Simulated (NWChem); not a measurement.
Program: NWChem. System: FISi, charge 1, spin multiplicity 2, at the geometry of a parent with another charge or spin, in a state set for the comparison that need not be this species' ground state. Its SCF solution wasn't tested for a lower state. Level: UPBE/def2-TZVPD with def2 effective core potentials on I.

Job file:

```
start mol
memory heap 200 mb stack 900 mb global 1100 mb
charge 1
geometry units angstroms nocenter noautoz
  Si    -1.203412    -1.235688     0.000000
  F     -0.139887    -2.492892     0.000000
  I      0.341637     0.749730     0.000000
  symmetry group Cs
end
basis spherical
  * library def2-tzvpd
end
ecp
  I library def2-ecp
end
dft
  xc xpbe96 cpbe96
  odft
  mult 2
  semidirect memsize 60000000 filesize 0
  iterations 100
end
task dft energy
```

Part of the output:

```
             Northwest Computational Chemistry Package (NWChem) 7.3.0
             --------------------------------------------------------

                                NWChem Input Module
                                -------------------

 Scaling coordinates for geometry "geometry" by  1.889725989
 (inverse scale =  0.529177249)

 Turning off AUTOSYM since
 SYMMETRY directive was detected!

                             Geometry "geometry" -> ""
                             -------------------------

 Output coordinates in angstroms (scale by  1.889725989 to convert to a.u.)

  No.       Tag          Charge          X              Y              Z
 ---- ---------------- ---------- -------------- -------------- --------------
    1 Si                  14.0000    -1.20341200    -1.23568800     0.00000000
    2 F                    9.0000    -0.13988700    -2.49289200     0.00000000
    3 I                   53.0000     0.34163700     0.74973000     0.00000000

 Effective nuclear repulsion energy (a.u.)     273.5657315758

            Nuclear Dipole moment (a.u.)
            ----------------------------
        X                 Y               Z
 ---------------- ---------------- ----------------
     0.0000188973     0.0000566918     0.0000000000

      Symmetry information
      --------------------

 Group name             Cs
 Group number              2
 Group order               2
 No. of unique centers     3

      Symmetry unique atoms

     1    2    3


 Summary of "ao basis" -> "" (spherical)
 ------------------------------------------------------------------------------
       Tag                 Description            Shells   Functions and Types
 ---------------- ------------------------------  ------  ---------------------
 *                         def2-tzvpd                 on all atoms

 Summary of "ao basis" -> "ao basis" (spherical)
 ------------------------------------------------------------------------------
       Tag                 Description            Shells   Functions and Types
 ---------------- ------------------------------  ------  ---------------------
[...]
    beta     41     42     43     44     45     46     47     48     49     50
 overlap   0.993  0.991  0.999  0.997  0.993  0.993  0.996  0.986  0.985  0.979

   alpha     51     52     53     54     55     56     57     58     59     60
    beta     51     52     53     54     55     56     57     58     59     60
 overlap   0.994  0.983  0.972  0.996  0.981  0.992  0.981  0.964  0.991  0.966

   alpha     61     62     63     64     65     66     67     68     69     70
    beta     61     62     63     64     65     66     67     68     70     69
 overlap   0.987  0.996  0.995  0.999  0.998  0.997  0.999  0.998  0.986  0.997

   alpha     71     72     73     74     75     76     77     78     79     80
    beta     71     72     74     73     75     76     77     78     79     80
 overlap   0.987  0.992  0.977  0.986  0.974  0.991  0.991  0.992  0.994  0.998

   alpha     81     82     83     84     85     86     87     88     89     90
    beta     82     81     83     84     85     86     89     87     88     90
 overlap   0.997  0.994  0.997  0.996  0.989  0.971  0.837  0.871  0.937  0.937

   alpha     91     92     93     94     95     96     97     98     99    100
    beta     91     92     93     94     95     96     97     98     99    100
 overlap   0.996  0.991  0.999  0.993  0.998  0.993  0.989  0.996  0.991  0.991

   alpha    101    102    103    104    105    106    107    108    109    110
    beta    101    102    103    104    105    106    107    108    109    110
 overlap   0.993  0.999  1.000  1.000  1.000  1.000  1.000  1.000  0.984  0.987

   alpha    111    112    113    114    115    116    117    118    119    120
    beta    111    112    113    114    115    116    117    118    119    120
 overlap   0.983  0.987  1.000  1.000  1.000  1.000  1.000  1.000  1.000  1.000

   alpha    121    122    123    124    125    126    127    128    129    130
    beta    121    122    123    124    125    126    127    128    129    130
 overlap   1.000  0.999  0.999  0.977  0.988  0.977  0.988  1.000  1.000  1.000

   alpha    131    132    133    134    135    136    137    138    139    140
    beta    131    132    133    134    135    136    137    138    139    140
 overlap   1.000  0.999  1.000  0.999  1.000  1.000  1.000  1.000  1.000  1.000

   alpha    141    142
    beta    141    142
 overlap   1.000  1.000

     --------------------------
     Expectation value of S2:
     --------------------------
      <S2> =      0.7564 (Exact =     0.7500)

 center of mass
 --------------
 x =   0.07638721 y =   0.14356228 z =   0.00000000

 moments of inertia (a.u.)
 ------------------
         825.312261298255        -286.391473959047           0.000000000000
        -286.391473959047         197.891062721108           0.000000000000
           0.000000000000           0.000000000000        1023.203324019363

     Multipole analysis of the density
     ---------------------------------

     L   x y z        total         alpha         beta         nuclear
     -   - - -        -----         -----         ----         -------
     0   0 0 0      1.000000    -24.000000    -23.000000     48.000000

     1   1 0 0     -1.243223      8.982090      7.851477    -18.076790
     1   0 1 0     -0.573212     19.869758     19.226933    -39.669903
     1   0 0 1     -0.000000     -0.000000     -0.000000      0.000000

     2   2 0 0    -23.159922    -57.575095    -49.036377     83.451550
     2   1 1 0      6.432901    -53.531015    -48.455315    108.419231
     2   1 0 1     -0.000000     -0.000000      0.000000      0.000000
     2   0 2 0    -24.890484   -178.915412   -172.227218    326.252147
     2   0 1 1      0.000000      0.000000      0.000000      0.000000
     2   0 0 2    -28.645973    -14.956083    -13.689891      0.000000

 Task  times  cpu:       14.3s     wall:       14.3s

 Total times  cpu:       14.3s     wall:       14.3s
```
